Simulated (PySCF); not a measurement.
# What a mistake does to a calculation on AlClO

Calculated results; nothing here was measured. They come from PySCF 2.14.0, an open-source quantum chemistry program, on an isolated molecule that a program drew, which may never have been made. The molecule is AlClO (charge 0, singlet), drawn as the SMILES string `[O]=[Al][Cl]`.

Each row is a Hartree-Fock (HF) and frozen-core CCSD(T) single point in the cc-pV(D+d)Z basis, meant for a local HF minimum. Run 1 is clean. Each other run has one planted mistake out of seven kinds, and not every kind appears here: one electron removed, one electron added, multiplicity raised by two, geometry at a saddle point, minimal basis STO-3G, one bond length entered in bohr, all coordinates scaled. The reference is restricted for singlets and unrestricted otherwise, and also for a bond in bohr. Adding or removing an electron swaps singlet and doublet. Electrons count all cores. HOMO and LUMO are orbital energies over both spins, the gradient is its largest component, and the lowest frequency (negative if imaginary) is given only where the gradient is small. Bond lengths are over the 2 bonds as drawn. T1 is the CCSD diagnostic: over 0.02 (restricted) or 0.045 (unrestricted) a single reference is doubtful.

Geometry of the clean run:
```xyz
3
AlClO, angstrom
O    -0.6567    2.8478    3.0424
Al   -0.5788    2.1876    1.6206
Cl   -0.4763    1.3202   -0.2476
```

| run | electrons | basis functions | <S^2> | HOMO (eV) | LUMO (eV) | gradient (hartree/bohr) | lowest frequency (cm^-1) | mean bond (Å) | longest bond (Å) | T1 | HF (hartree) | CCSD(T) (hartree) | mistake |
|---|---|---|---|---|---|---|---|---|---|---|---|---|---|
| 1 | 38 | 60 | 0.000 | -11.33 | 0.59 | 4.9e-06 | 195 | 1.8159 | 2.062 | 0.0273 | -776.32638 | -776.74135 | no fault |
| 2 | 38 | 60 | 2.008 | -6.97 | 0.07 | 1.3e-01 | - | 1.8159 | 2.062 | 0.0160 | -776.26242 | -776.61992 | multiplicity raised by two |
| 3 | 39 | 60 | 0.845 | -0.53 | 7.20 | 5.4e-02 | - | 1.8159 | 2.062 | 0.0304 | -776.32377 | -776.74645 | one electron added |
| 4 | 38 | 60 | 0.000 | -11.26 | 0.36 | 3.6e-02 | - | 1.8686 | 2.122 | 0.0288 | -776.32340 | -776.74305 | ? |
| 5 | 37 | 60 | 0.755 | -19.39 | -6.85 | 1.2e-01 | - | 1.8159 | 2.062 | 0.0164 | -776.02317 | -776.37138 | ? |

**Which mistake was planted in run 4, and what did it cost?**

The mean and the longest bond both change by the same factor, 1.029, and the gradient is no longer small. So the mistake is: all coordinates scaled. Subtracting run 1 and multiplying by 627.51 kcal/mol a hartree, the energy moved by 1.9 kcal/mol in HF and -1.1 kcal/mol in CCSD(T).

**Which mistake was planted in run 5, and what did it cost?**

It counts 37 electrons, one fewer than the clean run, at the same geometry and basis. So the mistake is: one electron removed. Subtracting run 1 and multiplying by 627.51 kcal/mol a hartree, the energy moved by 190.3 kcal/mol in HF and 232.2 kcal/mol in CCSD(T).

Cautions from the logs. Run 1: T1 is over the limit, so its CCSD(T) energy is less reliable; run 4: T1 is over the limit, so its CCSD(T) energy is less reliable.
